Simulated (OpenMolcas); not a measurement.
OpenMolcas run: Ar³⁺

Input:

```
&GATEWAY
Coord
1

Ar 0.0 0.0 0.0
Basis=ANO-R1
Group=XYZ
NoMove
AngMom=0.0 0.0 0.0
AMFI
&SEWARD
&RASSCF
FileOrb=start.orb
Symmetry=2
Spin=4
nActEl=5 0 0
Inactive=2 3
Ras2=1 3
CIRoot=1 1 1
SDav=1
CIMx=300
Iter=120 100
PrWF=0.3
OrbListing=Nothing
MaxOrb=0
Atom
>>> COPY $Project.JobIph JOB001
&RASSCF
FileOrb=start.orb
Symmetry=2
Spin=2
nActEl=5 0 0
Inactive=2 3
Ras2=1 3
CIRoot=8 8 1
SDav=11
CIMx=300
Iter=120 100
PrWF=0.3
OrbListing=Nothing
MaxOrb=0
Atom
>>> COPY $Project.JobIph JOB002
&RASSCF
FileOrb=start.orb
Symmetry=1
Spin=4
nActEl=5 0 0
Inactive=2 3
Ras2=1 3
CIRoot=3 3 1
SDav=3
CIMx=300
Iter=120 100
PrWF=0.3
OrbListing=Nothing
MaxOrb=0
Atom
>>> COPY $Project.JobIph JOB003
&RASSCF
FileOrb=start.orb
Symmetry=1
Spin=2
nActEl=5 0 0
Inactive=2 3
Ras2=1 3
CIRoot=9 9 1
SDav=9
CIMx=300
Iter=120 100
PrWF=0.3
OrbListing=Nothing
MaxOrb=0
Atom
>>> COPY $Project.JobIph JOB004
&RASSI
NrOfJobIphs=4 1 8 3 9
1
1 2 3 4 5 6 7 8
1 2 3
1 2 3 4 5 6 7 8 9
IphNames
JOB001
JOB002
JOB003
JOB004
EJob
SpinOrbit
DIPRint=1.0
SOCoupling=1000.0
Subsets=2
MEES
Property=10
'ANGMOM' 1 'ANGMOM' 2 'ANGMOM' 3 'MLTPL  1' 1 'MLTPL  1' 2 'MLTPL  1' 3
'AMFI' 1 'AMFI' 2 'AMFI' 3 'MLTPL  2' 6
SOProperty=3
'ANGMOM' 1 'ANGMOM' 2 'ANGMOM' 3
```

A driver script runs the steps one by one and writes start.orb anew before each from the orbitals found so far.

Output, cut to the results:

```
--- SEWARD ---
Basis set label: AR.ANO-R...4S3P1D.

      Electronic valence basis set:
      ------------------
      Associated Effective Charge  18.000000 au
      Associated Actual Charge     18.000000 au
      Nuclear Model: Finite nucleus - Gaussian distribution
        Gaussian exponent, Xi/bohr**(-2):  3.57222E+08

      Shell  nPrim  nBasis  Cartesian Spherical Contaminant
         s      17       4        X
         p      12       3        X
         d       7       1                 X
                  Relativistic X2C integrals
                  Atomic mean-field integrals
--- RASSCF ---
Wave function specifications:
      -----------------------------

      Number of closed shell electrons          10
      Number of electrons in active shells       5
      Max number of holes in RAS1 space          0
      Max nr of electrons in RAS3 space          0
      Number of inactive orbitals                5
      Number of active orbitals                  4
      Number of secondary orbitals               9
      Spin quantum number                      1.5
      State symmetry                             2
Orbital specifications:
      -----------------------

      Symmetry species                           1   2
                                                ag  au
      Frozen orbitals                            0   0
      Inactive orbitals                          2   3
      Active orbitals                            1   3
      RAS1 orbitals                              0   0
      RAS2 orbitals                              1   3
      RAS3 orbitals                              0   0
      Secondary orbitals                         6   3
      Deleted orbitals                           0   0
      Number of basis functions                  9   9
      Number of CSFs                             1
      Number of root(s) required                 1
      Iter CI   SX   CI       RASSCF       Energy    max ROT     max BLB   max BLB  Level Ln srch  Step   QN
          iter iter root      energy       change     param      element    value   shift minimum  type update
 Nr of preliminary CI iterations:   1
 ###############################################################################
 ###############################################################################
 ###                                                                         ###
 ###                                                                         ###
 ###    WARNING: Problems in orbital optimization.                           ###
 ###                                                                         ###
 ###                                                                         ###
 ###############################################################################
 ###############################################################################
  Warning: In symmetry  1, orbital p=   3 has diagonal density matrix element D(p,p) close to two. (2 - D(p,p))=  0.000000E+00
        1   1    1    1  -525.65308632    0.00E+00   0.00E+00    3   4 2  3.69E-08   0.50   0.00    SX    NO
        ...
 ###############################################################################
 ###############################################################################
  Warning: In symmetry  1, orbital p=   3 has diagonal density matrix element D(p,p) close to two. (2 - D(p,p))=  0.000000E+00
        4   1    1    1  -525.65308632   -1.14E-13   0.00E+00    3   4 2  3.69E-08   0.50   0.00    SX    NO
      Convergence after  4 iterations
        5   1    1    1  -525.65308632   -4.55E-13   0.00E+00    3   4 2  3.69E-08   0.50   0.00    SX    NO
      Natural orbitals and occupation numbers for root  1
      sym 1:   2.000000
      sym 2:   1.000000   1.000000   1.000000
::    RASSCF root number  1 Total energy:   -525.65308632
--- RASSCF ---
Wave function specifications:
      -----------------------------

      Number of closed shell electrons          10
      Number of electrons in active shells       5
      Max number of holes in RAS1 space          0
      Max nr of electrons in RAS3 space          0
      Number of inactive orbitals                5
      Number of active orbitals                  4
      Number of secondary orbitals               9
      Spin quantum number                      0.5
      State symmetry                             2
Orbital specifications:
      -----------------------

...
--- RASSI ---
SPIN-FREE ENERGIES:
  (Shifted by EMIN (a.u.) =       -525.6530863246)

 SF State       Relative EMIN(au)   Rel lowest level(eV)    D:o, cm**(-1)      L_eff

     1             0.0000000000        0.0000000000              0.0000         0.0
     2             0.1178050329        3.2056382521          25855.2162         2.0
     3             0.1178050329        3.2056382521          25855.2162         2.0
     4             0.1178050329        3.2056382521          25855.2162         2.0
     5             0.1178050329        3.2056382521          25855.2162         2.0
     6             0.1178050329        3.2056382521          25855.2162         2.0
     7             0.1641346994        4.4663327027          36023.4027         1.0
     8             0.1641346994        4.4663327027          36023.4027         1.0
     9             0.1641346994        4.4663327027          36023.4027         1.0
    10             0.5714931852       15.5511218008         125428.2562         1.0
    11             0.5714931852       15.5511218008         125428.2562         1.0
    12             0.5714931852       15.5511218008         125428.2562         1.0
    13             0.7963894441       21.6708607655         174787.2797         2.0
    14             0.7963894441       21.6708607655         174787.2797         2.0
    15             0.7963894441       21.6708607655         174787.2797         2.0
    16             0.7963894441       21.6708607655         174787.2797         2.0
    17             0.7963894441       21.6708607655         174787.2797         2.0
    18             0.9129266389       24.8419993867         200364.2375         0.0
    19             1.0109446000       27.5092039827         221876.6934         1.0
    20             1.0109446000       27.5092039827         221876.6934         1.0
    21             1.0109446000       27.5092039827         221876.6934         1.0
     Dipole printing threshold changed to   1.00000000E+00

...
```

Levels above the lowest, from the spin-orbit matrix, grouped by J:

```json
{"Configuration": "3s2 3p3", "Term": "4S*", "J": "3/2", "E (cm-1)": "0.0", "Measured (cm-1)": "0.0", "g": "2.002", "Term weight %": "100"}
{"Configuration": "3s2 3p3", "Term": "2D*", "J": "3/2", "E (cm-1)": "25720", "Measured (cm-1)": "21091", "g": "0.809", "Term weight %": "98"}
{"Configuration": "3s2 3p3", "Term": "2D*", "J": "5/2", "E (cm-1)": "25897", "Measured (cm-1)": "21220", "g": "1.200", "Term weight %": "100"}
{"Configuration": "3s2 3p3", "Term": "2P*", "J": "1/2", "E (cm-1)": "36093", "Measured (cm-1)": "34855", "g": "0.666", "Term weight %": "100"}
{"Configuration": "3s2 3p3", "Term": "2P*", "J": "3/2", "E (cm-1)": "36269", "Measured (cm-1)": "35032", "g": "1.326", "Term weight %": "98"}
{"Configuration": "3s 3p4", "Term": "4P", "J": "5/2", "E (cm-1)": "124841", "Measured (cm-1)": "117563", "g": "1.601", "Term weight %": "100"}
{"Configuration": "3s 3p4", "Term": "4P", "J": "3/2", "E (cm-1)": "125874", "Measured (cm-1)": "118516", "g": "1.735", "Term weight %": "100"}
{"Configuration": "3s 3p4", "Term": "4P", "J": "1/2", "E (cm-1)": "126465", "Measured (cm-1)": "119043", "g": "2.670", "Term weight %": "100"}
{"Configuration": "3s 3p4", "Term": "2D", "J": "3/2", "E (cm-1)": "174818", "Measured (cm-1)": "145921", "g": "0.800", "Term weight %": "100"}
{"Configuration": "3s 3p4", "Term": "2D", "J": "5/2", "E (cm-1)": "174844", "Measured (cm-1)": "145999", "g": "1.201", "Term weight %": "100"}
{"Configuration": "3s 3p4", "Term": "2S", "J": "1/2", "E (cm-1)": "200388", "Measured (cm-1)": "177832", "g": "2.000", "Term weight %": "100"}
{"Configuration": "3s 3p4", "Term": "2P", "J": "3/2", "E (cm-1)": "221529", "Measured (cm-1)": "222956", "g": "1.334", "Term weight %": "100"}
{"Configuration": "3s 3p4", "Term": "2P", "J": "1/2", "E (cm-1)": "222771", "Measured (cm-1)": "224019", "g": "0.669", "Term weight %": "100"}
```

Against the 12 measured excited levels shown (Saloman, J. Phys. Chem. Ref. Data 39, 033101 (2010)) the mean absolute deviation is 9700 cm-1; the largest miss in energy is 3s 3p4 2D 3/2: computed 174818, measured 145921 cm-1 (+19.8 %).

Terms of s pⁿ other than that of highest spin mix with s² pⁿ⁻² d, which this space lacks; all of them can be thousands of cm-1 off, and some have no real level of that name. The basis is small and was not contracted for so high a charge. Computed and measured levels are paired by configuration, term and J; levels that our copy of the source lacks, or whose pairing is in doubt (as where it misses far off the trend of its configuration), stay unpaired and out of the deviations. Levels of configurations outside the active space are missing. The first state left out of the spin-orbit step lies near 340000 cm-1 above the lowest spin-free state of the reference (among the parities and spins computed), and the list stops at four fifths of that energy or lower.

The term weight is that of the spin-free term in the level, not the purity of its configuration. * marks odd parity.
